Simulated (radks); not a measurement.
Values are calculated unless marked as measured or tabulated.
These are the eigenvalues of the occupied orbitals of an atom or ion with whole-number occupations (hartree). Code: a radial shooting solver on a logarithmic mesh with Libxc functionals. Model: non-relativistic Kohn-Sham, r2SCAN, spin-polarised, spherical densities, point nucleus; meta-GGA in the generalised Kohn-Sham scheme.

| orbital | eigenvalue |
|---|---|
| 1s | -322.7203 |
| 2s | -38.88608 |
| 2p | -34.06141 |
| 3s | -4.52703 |
| 3p | -3.00770 |
| 3d | -0.50470 |

Which element is it, and in what charge state? The configuration may be excited. Open shells, if any, are filled with parallel spins first.

Answer. Z = 29, copper, charge +1: Cu+ in [Ar] 3d10. The list shows which subshells hold electrons but not how many an open one holds; the 1s level, -322.72 hartree, gives Z - s = 25.4 by -(Z - s)^2/2, which with screening narrows Z to a few neighbours, and the depths of the outer levels then fix element, charge and occupations together.
